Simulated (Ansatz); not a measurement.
Job for Ansatz (a program for electronic structure): R-B97M-V/def2-TZVPP on CrF6 (SMILES [F][Cr]([F])([F])([F])([F])[F]).

Ansatz 0.2 input:
```yaml
crystal:
  periodic: [false, false, false]
  atoms:
    - {symbol: Cr, position_ang: [-0.00000000, 0.00000000, 0.00000000]}
    - {symbol: F, position_ang: [1.72660646, 0.00000000, -0.00000000]}
    - {symbol: F, position_ang: [-1.72660646, -0.00000000, -0.00000000]}
    - {symbol: F, position_ang: [0.00000000, 1.72660646, 0.00000000]}
    - {symbol: F, position_ang: [-0.00000000, -1.72660646, 0.00000000]}
    - {symbol: F, position_ang: [0.00000000, 0.00000000, 1.72660646]}
    - {symbol: F, position_ang: [0.00000000, 0.00000000, -1.72660646]}
basis:
  gaussian:
    orbitals: def2-TZVPP
hamiltonian:
  xc: {name: B97M-V}
scf: {lower_state_search: off}
```

It printed:

```
WARN ansatz: RAYON_NUM_THREADS=4 ignored (pool sized by the plan → 4); use --threads N
Functional definition: B97M-V
these checks for a lower state are left out or cut short: stability, starts, cluster_reference, orbital_swaps, neighbouring_geometries, increment
integrals: 0.24 GiB planned
1355 factors; their error is unknown
mean field: 1.52 GiB planned
mean field evaluation 1: about -44690.0312 eV, gradient 1.4e2 eV
mean field evaluation 2: about -44055.3788 eV, gradient 6.8e2 eV
mean field evaluation 4: about -44486.6064 eV, gradient 4.1e2 eV
mean field evaluation 8: about -44718.6451 eV, gradient 1.5e-1 eV
mean field -44718.64515091 eV, -1643.3798979098 hartree, gradient 8.2e-7 eV, S^2 0.000000; 0 other end points of the search recorded, 0 dependent functions left out
reference -44718.64523198 eV, -1643.3799008888 hartree; 39, 39 occupied and 211, 211 virtual orbitals, 1355 factors
Total energy: -44718.64523198 eV, -1643.3799008888 hartree
Checks for a lower state left out: stability, starts, cluster_reference, orbital_swaps, neighbouring_geometries, increment
```

Self-consistency was reached.

Cost: around 18 core-seconds (rough).
